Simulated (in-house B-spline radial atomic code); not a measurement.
Configurations of the iron ion Fe⁵⁺, with energies counted from [Ar] 3d3. All numbers are computed (scalar-relativistic (X2C) TPSSh, spin-polarised, spherical fractional occupations, exact exchange averaged over the configuration; Fermi nucleus of rms radius 3.7377 fm) with a radial B-spline atomic code at the basis-set limit, not measured. Shells without spins written out take the highest spin.

Occupations are held fixed; configurations that lie above the ionisation limit could autoionise.

```tsv
configuration	E - E(ref) (eV)	highest orbital	its <r> (bohr)
[Ne] 3s2 3p5 3d4	49.726	3d up	0.8565
[Ar] 3d2 4f1	67.557	4f up	2.802
[Ne] 3s2 3p5 3d3 4f1	118.62	4f up	2.779
```

Q: Order these further configurations by energy, lowest first.
A. [Ne] 3s2 3p5 3d3 4s1
B. [Ne] 3s2 3p5 3d3 4p1
C. [Ar] 3d2 4s1
D. [Ar] 3d2 4p1

A: C (32.553 eV), D (42.289 eV), A (83.349 eV), B (93.156 eV).
